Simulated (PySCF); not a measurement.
# How the method changes the shape and vibrations of GeH3N

Calculated results; nothing here was measured. They come from PySCF 2.14.0, an open-source quantum chemistry program, on an isolated molecule that a program drew, which may never have been made. The molecule is GeH3N (charge 0, singlet), drawn as the SMILES string `[NH2][GeH]`.

The geometry was optimised and harmonic frequencies were computed with HF and MP2, all in the cc-pVDZ basis, for the commonest isotopes, with a restricted reference for singlets and an unrestricted one otherwise, and a frozen core in MP2. Germanium has the cc-pVDZ-PP basis, with a core potential (ECP10MDF) in place of its 10 inner electrons, and its 3s, 3p and 3d shells are frozen in MP2. Each result is a local minimum of its method.

Geometry at the HF minimum:
```xyz
5
GeH3N, angstrom
N     0.2870   -0.4006   -1.2527
Ge    2.0396   -0.8374   -1.3842
H    -0.1958   -0.3974   -0.3740
H    -0.3141   -0.1390   -2.0110
H     2.0970   -0.6332   -2.9605
```

Lengths of the bonds as drawn, in Å (atoms numbered as above):
```
bond,HF,MP2
N1-Ge2,1.811,1.832
N1-H3,1.003,1.018
N1-H4,1.002,1.018
Ge2-H5,1.591,1.597
```

Rotational constants, in GHz:
```
constant,HF,MP2
A,130.1,127.6
B,10.66,10.43
C,9.857,9.642
```

Harmonic frequencies in cm^-1, each column in rising order, so a row needn't be the same motion in every method:
```
rank    HF   MP2
   1   472   466
   2   688   633
   3   718   713
   4   741   740
   5   954   890
   6  1682  1552
   7  1968     ?
   8  3773  3579
   9  3881  3703
```

**Estimate the missing MP2 frequency from the HF column.**

A single factor s that minimises the squared misfit of MP2 against s times HF over the other rows is sum(HF x MP2) / sum(HF^2) = 0.9498, with an rms misfit of 27 cm^-1. For rank 7 it gives 0.9498 x 1968 = 1869 cm^-1. The calculation gives 1937 cm^-1, 68 cm^-1 above the estimate. The drawn bonds are on average 1.2 % longer in MP2 than in HF.
